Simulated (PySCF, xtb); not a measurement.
Co(CO)4 (C4CoO4), SMILES [O+]#[C-]->[Co+](<-[C-]#[O+])(<-[C-]#[O+])<-[C-]#[O+], charge +1, multiplicity 1.

Harmonic wavenumbers (cm⁻¹) from GFN2-xTB run with xtb at its own minimum, in rising order: 27, 74, 74, 74, 83, 251, 251, 281, 374, 415, 416, 433, 452, 452, 515, 603, 603, 2191, 2192, 2201, 2253.

**Question.** What does B3LYP-D3(BJ)/def2-SVP (PySCF 2.14.0) give at its own minimum? (Estimate from the structure and the level; the computed values follow.)

**Answer.** 3, 74, 100, 100, 103, 306, 306, 335, 371, 380, 380, 382, 387, 427, 550, 578, 578, 2240, 2240, 2264, 2305. Paired by order, the mean absolute difference is 37 cm⁻¹ and the zero-point energies are 20.3 and 20.6 kcal/mol.
